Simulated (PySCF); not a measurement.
This PySCF input asks for the NMR shieldings of SMILES CC#[N+][BH2-]C1(C#N)CC1, C6H9BN2; the geometry comes from GFN2-xTB.

```python
import basis_set_exchange as bse
import numpy as np
from pyscf import gto, dft
from pyscf.prop import nmr

atoms = """
C     2.640111   -1.498949    1.455369
C     1.977894   -0.653717    0.517982
N     1.443714    0.021959   -0.242027
B     0.491442    0.691303   -1.156923
C    -0.997950    0.321030   -0.552266
C    -1.034971   -0.921687    0.114542
N    -0.942631   -1.918647    0.681284
C    -1.915045    1.391849   -0.002523
C    -2.236249    0.744750   -1.306852
H     3.533328   -1.932667    1.005933
H     1.950820   -2.296348    1.736955
H     2.917462   -0.931614    2.343691
H     0.677261    0.200970   -2.226856
H     0.716297    1.857170   -1.118903
H    -2.530933    1.153755    0.854311
H    -1.545646    2.406352   -0.008999
H    -2.080964    1.309985   -2.213460
H    -3.072700    0.060825   -1.352898
"""
names = dict.fromkeys(["C", "N", "B", "H"], "pcSseg-1")
basis = {el: gto.basis.parse(bse.get_basis(n, elements=[el], fmt="nwchem")) for el, n in names.items()}
mol = gto.M(atom=atoms, basis=basis, charge=0, verbose=0)
mf = dft.RKS(mol, xc="PBE0")
mf.grids.level = 2
mf.grids.alignment = dft.numint.BLKSIZE   # the property module wants whole blocks of grid points
mf.conv_tol = 1e-9
mf.kernel()

calc = nmr.RKS(mf)   # GIAO
C = mf.mo_coeff
Co = C[:, mf.mo_occ > 0]
resp = mf.gen_response(singlet=True, hermi=2)
def vind(x):   # induced exchange potential for any number of trial vectors
    d = np.einsum("pi,xij,qj->xpq", C, 2 * x.reshape(-1, C.shape[1], Co.shape[1]), Co, optimize=True)
    return np.einsum("xpq,pi,qj->xij", resp(d - d.transpose(0, 2, 1)), C, Co, optimize=True).ravel()
mo1, _ = nmr.rhf.solve_mo1(calc, with_cphf=vind)
sigma = calc.kernel(mo1)
for i, s in enumerate(sigma):   # ppm
    w = np.linalg.eigvalsh((s + s.T) / 2)
    print("%2d %-2s iso %8.1f  s11 %8.1f  s22 %8.1f  s33 %8.1f" % (i, mol.atom_pure_symbol(i), w.mean(), *w))
```

Problem. What does it print?

Solution. 
```
 0 C  iso    184.4  s11    174.9  s22    177.0  s33    201.3
 1 C  iso     63.7  s11    -31.9  s22    -24.8  s33    247.8
 2 N  iso     39.8  s11   -104.5  s22    -99.9  s33    323.9
 3 B  iso    129.8  s11    118.0  s22    130.3  s33    141.2
 4 C  iso    186.5  s11    160.2  s22    168.9  s33    230.2
 5 C  iso     51.6  s11    -70.0  s22    -68.5  s33    293.2
 6 N  iso     -6.1  s11   -167.6  s22   -159.4  s33    308.8
 7 C  iso    167.0  s11    128.8  s22    174.8  s33    197.3
 8 C  iso    173.2  s11    143.2  s22    176.9  s33    199.6
 9 H  iso     29.3  s11     24.3  s22     26.7  s33     36.9
10 H  iso     28.4  s11     22.5  s22     28.1  s33     34.5
11 H  iso     29.3  s11     24.4  s22     27.0  s33     36.5
12 H  iso     29.4  s11     24.8  s22     30.1  s33     33.2
13 H  iso     30.3  s11     26.2  s22     30.5  s33     34.1
14 H  iso     30.7  s11     25.5  s22     27.7  s33     39.1
15 H  iso     31.0  s11     25.4  s22     27.8  s33     39.9
16 H  iso     31.1  s11     25.1  s22     28.0  s33     40.3
17 H  iso     30.6  s11     25.1  s22     27.5  s33     39.3
```

These numbers come from an equivalent density-fitted implementation of the same equations, which agrees with the script to about 0.01 ppm for H and up to a few tenths of a ppm for heavy atoms, so last digits may differ.

Size and cost of the density-fitted run: 198 basis functions, 34 s wall time on 1 thread of an Arm Neoverse V1, shared host; peak memory 0.86 GiB.
